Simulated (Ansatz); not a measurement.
WS2(OH)2 (WS2O2H2). The state is a singlet with charge 0. Geometry r2SCAN-D4/def2-SVP; atoms count from 1.

| atom | x (Å) | y (Å) | z (Å) |
| --- | --- | --- | --- |
| W1 | -0.252 | -0.075 | 0.144 |
| S2 | -0.380 | -0.590 | 2.221 |
| S3 | -2.199 | -0.179 | -0.744 |
| O4 | 0.897 | -1.300 | -0.702 |
| H5 | 0.719 | -1.723 | -1.554 |
| O6 | 0.388 | 1.684 | -0.034 |
| H7 | 0.828 | 2.184 | 0.669 |

In the def2 sets W takes a core potential; there is no spin–orbit coupling.

Estimate the Mulliken populations from the PBE0/def2-TZVP orbitals of Ansatz.


```json
{"atom": "W1", "charge (e)": "1.10", "d electrons": "3.81"}
{"atom": "S2", "charge (e)": "-0.32", "d electrons": "–"}
{"atom": "S3", "charge (e)": "-0.32", "d electrons": "–"}
{"atom": "O4", "charge (e)": "-0.60", "d electrons": "–"}
{"atom": "H5", "charge (e)": "0.36", "d electrons": "–"}
{"atom": "O6", "charge (e)": "-0.60", "d electrons": "–"}
{"atom": "H7", "charge (e)": "0.36", "d electrons": "–"}
```
Mulliken values and Mayer orders depend strongly on the basis.

And the Mayer bond orders between bonded heavy atoms (over 0.3)?

W1–S2 2.12 (2.14 Å); W1–S3 2.12 (2.14 Å); W1–O4 1.08 (1.88 Å); W1–O6 1.08 (1.88 Å).
